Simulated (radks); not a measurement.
The numbers below are computed, except where a source is named.
Problem. Re34+, configuration [Kr] 4d5. Level of theory: non-relativistic Kohn-Sham, LDA (Slater exchange, Perdew-Wang correlation), spin-unpolarised, spherical densities, point nucleus; relativity is left out, which matters for an element this heavy (a radial shooting solver on a logarithmic mesh with Libxc functionals). Some entries of the table are withheld. Estimate them.

| orbital | occ. | eigenvalue (eV) | <r^2> (bohr^2) | r(max) (bohr) |
|---|---|---|---|---|
| 1s | 2 | -66885.72 | 0.0005456 | 0.01341 |
| 2s | 2 | -12181.67 | 0.008526 | 0.07302 |
| 2p | 6 | -11743.06 | 0.006299 | 0.05665 |
| 3s | 2 | -3825.804 | 0.05229 | 0.1996 |
| 3p | 6 | -3624.705 | (1) | 0.1879 |
| 3d | 10 | -3251.699 | 0.03725 | 0.1479 |
| 4s | 2 | (2) | 0.2122 | 0.4251 |
| 4p | 6 | -1595.303 | 0.2114 | 0.4214 |
| 4d | 5 | -1438.654 | 0.2047 | 0.4059 |

Solution. 
(1) 3p <r^2> (bohr^2): 0.04819
(2) 4s eigenvalue (eV): -1682.721
